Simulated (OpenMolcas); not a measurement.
## d2 ions of charge +4 down a group with 6 fluoride ligands in octahedral coordination

| Quantity | Value |
| --- | --- |
| Program | OpenMolcas |
| Method | SS-CASPT2, IPEA 0.25 Eh, imaginary shift 0.1 Eh |
| Spin-orbit coupling | RASSI with atomic mean-field integrals over the reference wave functions |

The d shell is active; CASPT2 correlates the ligand valence shells and the outer metal core. Anionic complexes are neutralised by point charges behind the ligands. Distances were set from a Shannon-type radius of the metal (high-spin where two are listed) plus a fixed donor radius (F 1.31 Å). Ligand basis ANO-RCC-VDZP, DKH2 Hamiltonian. States (labels of O, the rotations of Oh). Energies in cm-1 above the lowest state or level, χT in cm3 K/mol; under a threefold ground state the first gap can be a small split of the lowest multiplet, not the spin-orbit step; 10Dq and B are least-squares fits to the states below 45000 cm-1, weighted by degeneracy, with a free offset, and given where the rms deviation is under 5 % of |10Dq| (or 100 cm-1) and under 700 cm-1. Spin-only χT is S(S+1) / 2 for the spin of the ground state.

```
 Ion  Shell  R (Å)   Metal basis  Outer charge (e at Å behind ligand)  Ground state  First state of that spin   10Dq  B (rms of fit)  First gap with spin-orbit (degeneracies)  χT at 300 K  First state of another spin  Spin-only χT
Cr4+    3d2   1.86  ANO-RCC-VDZP                          0.33 at 2.6           3T1                 3T2 21940  22879       809 (305)                                  7 (2, 3)        0.714                    1T2 10940         1.000
Mo4+    4d2   1.96  ANO-RCC-VTZP                          0.33 at 2.8           3T1                 3T2 29810  30574       574 (285)                                 31 (2, 3)        0.379                     1T2 7740         1.000
```

The rows also differ in their metal basis and outer charges, so part of each step comes from that.

|10Dq| changes by a factor of 30574 / 22879 = 1.34 from Cr4+ to Mo4+.

B goes from 809 cm-1 (Cr4+) to 574 cm-1 (Mo4+).

χT departs most from the spin-only value for Mo4+, by -0.621 cm3 K/mol.

Roots that are degenerate in the reference are averaged as groups; the widest CASPT2 spread within a group is 740 cm-1 (the 3-fold group of multiplicity 1 near 37600 cm-1 above the lowest state of its run, Mo4+). Shifts and gaps below about the spread of the groups concerned are not significant. Over all roots computed the reference weight is 0.69 to 0.70 in Cr4+, 0.70 to 0.71 in Mo4+; a low but even weight reflects the number of correlated electrons. An orbital triplet at a regular site is open to Jahn-Teller coupling, which can distort the site and quench the lowest spin-orbit gaps and is left out. Ligand-to-metal charge-transfer states are missing. With no ligand orbital active B as a rule stays too high, so bands that hang on it stand too high and its fall with covalency is understated. With one d shell and no ligand orbital active, 10Dq can be off by a tenth or more. The least metal-like active orbital is 81 % on the metal (Löwdin) and no ligand orbital is active, so the numbers are rough (holds for Cr4+). The least metal-like active orbital is 79 % on the metal (Löwdin) and no ligand orbital is active, so the numbers are rough (holds for Mo4+). No measured value stands beside these numbers; the geometry was imposed, not optimised, and the real ion may take another.
